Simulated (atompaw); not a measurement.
**What one change does to a pseudopotential (strontium (Sr), PAW (atompaw))**

strontium, PAW, made with atompaw 4.2.0.5 (LDA (PW92), scalar-relativistic). Core [Kr], reference 4d0 5s2 5p0. Waves: 5s (bound); 5s channel at 3 Ry; 5p (bound, empty); 5p channel at 2.45 Ry; 4d (bound, empty); 4d channel at 0.75 Ry. Local part: troulliermartins scheme with l = 3 at 1 Ry, radius 2.35 bohr. Core correction: smooth core density matched at 2.75 bohr. Augmentation charge: besselshape compensation charge, radius 2.55 bohr; PAW radius 3.00 bohr; waves and projectors: bloechl.

All-electron outer shells of the reference configuration (LDA (PW92), scalar-relativistic, ld1.x):

| shell | level (eV) | outermost node (bohr) | outermost maximum (bohr) |
| --- | --- | --- | --- |
| 4s | -40.92 | 0.59 | 1.19 |
| 4p | -22.86 | 0.61 | 1.32 |
| 5s | -3.64 | 1.65 | 3.62 |
| 4d | -1.40 | 0.65 | 2.14 |
| 5p | -1.32 | 1.96 | 4.89 |

Change: all radii scaled by about 1.11 (s 3.34, p 3.34, d 3.34 bohr); local potential troulliermartins scheme with l = 3 at 1 Ry, radius 2.62 bohr; augmentation besselshape compensation charge, radius 2.84 bohr; PAW radius 3.34 bohr; waves and projectors: bloechl; core correction smooth core density matched at 3.06 bohr.

Cutoffs: the cutoffs (Ry, on a coarse ladder) from which the occupation-weighted sum of valence levels, in a spherical-Bessel basis at the reference potential, stays within 10 and 1 mRy of its value at 400 Ry; they do not see the model core or the augmentation charge, which bear on the density cutoff.

**Question.** What does the change do?

**Answer.** Both files are very soft (loose and tight cutoff 8 and 10 Ry → 6 and 12 Ry on this coarse ladder); both files keep a bound ghost (p, s).

```json
{"quantity": "cutoff, loose", "base": "8 Ry", "changed": "6 Ry"}
{"quantity": "cutoff, tight", "base": "10 Ry", "changed": "12 Ry"}
{"quantity": "bound ghosts", "base": "s, p", "changed": "s, p"}
{"quantity": "lowest overlap eigenvalue by channel", "base": "s 0.32, p 0.56, d 0.84", "changed": "s 0.26, p 0.54, d 0.91"}
```

Base: The cutoffs count occupied waves only; the empty 4d level needs 18 Ry at the loose tolerance. Changed file: The cutoffs count occupied waves only; the empty 4d level needs 18 Ry at the loose tolerance. A true bound ghost makes a file unfit for plane-wave use even where its test errors are small: the radial tests pick states by their node count and pass the ghost by. The cutoffs see the waves, projectors and local potential, not the compensation charge or the core.
